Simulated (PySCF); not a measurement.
**How methods differ on the ionisation energy of Re²⁺**

Re²⁺ [Xe] 4f14 5d5 (6S) → Re³⁺ [Xe] 4f14 5d4 (5D), as a difference of total energies. Computed with PySCF 2.14 in aug-cc-pwCVTZ-PP with ECP60MDF (8s8p7d4f3g, 122 functions), with a scalar-relativistic core potential. Correlated levels: valence: 5s2 5p6 frozen; valence and next inner shell: nothing frozen outside the core potential. The calculations carry no spin-orbit coupling.

```tsv
method	ionisation energy (eV)
UHF	27.240
LDA	28.562
PBE	28.386
PBE0	28.317
r2SCAN	28.355
BLYP	28.052
B2PLYP	27.947
r2SCAN0	28.324
MP2 (valence)	27.843
SCS-MP2 (valence)	27.441
MP2 (valence and next inner shell)	28.157
SCS-MP2 (valence and next inner shell)	27.808
```

Problem. How much does correlation contribute at MP2 (valence and next inner shell)?

Solution. 28.157 − (27.240) = 0.917 eV, measured against UHF.

The reference lies between the lowest fine-structure levels, while these numbers refer to the centres of the terms.

Errors of the correlated levels include the incompleteness of this basis and the frozen core.

For comparison: 27 ± 1.6 eV (theoretical estimate listed by NIST; NIST Atomic Spectra Database, ionization energies).
